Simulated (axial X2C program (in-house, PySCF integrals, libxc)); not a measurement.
**Potential curves of ScS⁺, with spin–orbit coupling**

Computed with an in-house relativistic program for diatomic molecules. Two-component (2c) means X2C with spin–orbit coupling and atomic mean-field two-electron Coulomb and Gaunt terms. Basis: Sc dyall-cv3z [10s11p7d5f2g], S dyall-av3z [9s8p3d2f] (cores contracted in-house); Gaussian nuclei, density fitting, unrestricted open shells. Masses: Sc 44.956 u, S 31.972 u.

State: Ω = 0 (closed shell). Energies in eV from the lowest point of each curve. Fits are polynomials in 1 − R0/R over 0.85 to 1.23 times the lowest point R0.

| R (Å) | HF | CCSD(T) |
| --- | --- | --- |
| 1.8053 | 1.6300 |  |
| 1.8883 | 0.7106 | 0.9151 |
| 1.9505 | 0.2966 | 0.4558 |
| 2.0128 | 0.0714 | 0.1722 |
| 2.0750 | 0.0000 | 0.0294 |
| 2.1476 | 0.0707 | 0.0000 |
| 2.2203 | 0.2698 | 0.0814 |
| 2.3136 | 0.6616 | 0.2981 |
| 2.4278 | 1.2769 |  |

Correlated methods: 8 electrons correlated (number of frozen shells: Sc 3 s, 2 p; S 2 s, 1 p), 302 virtual spin orbitals or spinors in MP2, 90 natural virtuals in coupled cluster.

One determinant describes the state; a PBE0 search over occupations chose it and may have missed a lower one. The closed shell is kept restricted, so the energy runs too high when the bond is stretched far. Coupled cluster ran in a truncated set of natural virtual spinors; the MP2 energy of the rest was added. (T) has no such correction and the atoms are truncated less, which lowers De at CCSD(T) by a hundredth of an eV or more. The outer-core s and p shells of the metal are frozen in the correlated rows, which leaves out core–valence correlation; for alkali and alkaline-earth bonds that tends to lengthen them. The T1 diagnostic is large, a sign of multireference character. The stretched end of a curve changes character and is left out. Coupled cluster ran on the points near the minimum only. MP2 and coupled cluster on one determinant become unreliable at the stretched end.

(1) Fit the HF curve near its minimum: give the equilibrium distance and the harmonic wavenumber.

(2) What are Re and ωe at the CCSD(T) level?

## Answers

(1) At HF, 2c: Re = 2.078 Å, ωe ≈ 676 cm⁻¹; Be follows as 0.209 cm⁻¹.

(2) At CCSD(T), 2c: Re = 2.128 Å, ωe ≈ 576 cm⁻¹; Be follows as 0.199 cm⁻¹.
